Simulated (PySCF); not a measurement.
Species: C6H14P (charge +1).
SMILES: `CC[C@@H]1[C@H](C)[P@H+]1C`

The closed-shell SCF was solved with PySCF and density fitting under several settings on one GFN2-xTB geometry (grid level 2 and gas phase unless stated).

```json
{"settings": "PBE0/pcSseg-1", "basis functions": "196", "SCF cycles": "12", "E (Eh)": "-577.6807", "HOMO (eV)": "-12.94", "LUMO (eV)": "-4.76"}
{"settings": "PBE0/def2-SVPD", "basis functions": "256", "SCF cycles": "12", "E (Eh)": "-577.4708", "HOMO (eV)": "-12.87", "LUMO (eV)": "-4.76"}
{"settings": "OPBE/def2-SVPD, level shift 0.3 Eh", "basis functions": "256", "SCF cycles": "12", "E (Eh)": "-577.7863", "HOMO (eV)": "-11.67", "LUMO (eV)": "-5.62"}
```

Question: Estimate the row for these settings: HF/pcSseg-1, fitting basis def2-qzvpp-jkfit.

Answer: 
```json
{"settings": "HF/pcSseg-1, fitting basis def2-qzvpp-jkfit", "basis functions": "196", "SCF cycles": "10", "E (Eh)": "-575.7783", "HOMO (eV)": "-15.65", "LUMO (eV)": "-0.96"}
```

Question: Over all rows, what range does the HOMO–LUMO gap span?

Answer: From 6.05 eV (OPBE/def2-SVPD, level shift 0.3 Eh) to 14.69 eV (HF/pcSseg-1, fitting basis def2-qzvpp-jkfit). The functional of the narrowest has no exact exchange, that of the widest 100 % exact exchange.

Question: Compare two rows with the functional PBE0: PBE0/pcSseg-1 and PBE0/def2-SVPD. Which energy is lower, and by how much?

Answer: PBE0/pcSseg-1 (196 functions) lies 0.2099 Eh or 132 kcal/mol below PBE0/def2-SVPD (256 functions). The smaller set gives the lower energy; the two sets aren't nested, so the variational bound doesn't order them by size.

Cycle counts include a coarse-grid stage where the run had one.

Conformer computed: `[CH3:1][CH2:2][C@@H:3]1[C@H:4]([CH3:5])[P@H+:6]1[CH3:7]`: C1–C2–C3–C4 155°.

One conformer stands for the species.
